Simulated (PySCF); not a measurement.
## Spin-rotation constants: `ClC(=O)/C=C(/F)Cl`, C3HCl2FO

Geometry:
| atom | x (Å) | y (Å) | z (Å) |
| --- | --- | --- | --- |
| O1 | 1.643 | 1.056 | -0.342 |
| C2 | 1.156 | -0.025 | -0.432 |
| Cl3 | 2.088 | -1.367 | -1.104 |
| C4 | -0.177 | -0.458 | -0.053 |
| C5 | -1.083 | 0.371 | 0.485 |
| F6 | -2.287 | -0.089 | 0.811 |
| Cl7 | -0.884 | 2.013 | 0.822 |
| H8 | -0.446 | -1.491 | -0.211 |

Computed, not measured: PySCF, GIAO wB97X/pcSseg-1 magnetisability, rotational g tensor and spin-rotation constants, non-relativistic, gas phase. Geometry: GFN2-xTB.

Problem. Give the nuclear spin-rotation constants along the inertial axes (H = +C I·J) beside the isotropic shieldings.

Solution. Rotational constants 3.8055, 0.9625, 0.7682 GHz. A star marks the isotopologue with that one atom substituted, in its own axes.
```
atom  isotope  Caa (kHz)  Cbb (kHz)  Ccc (kHz)  mean (kHz)  σ (ppm)
 Cl3     35Cl      0.491      0.557      0.380       0.476    471.8
  F6      19F      7.204      1.240      0.837       3.094    221.9
 Cl7     35Cl      1.311      0.210      0.253       0.591    644.2
  H8       1H     -0.346      0.081     -0.097      -0.121     25.5
  O1     17O*     -2.265     -0.847     -0.061      -1.058   -236.6
  C2     13C*      2.089      0.280      0.204       0.858     17.5
  C4     13C*      0.963      0.391      0.139       0.497     77.7
  C5     13C*      1.273      0.504      0.209       0.662     11.4
```
For the geometry as given, no vibrational averaging.
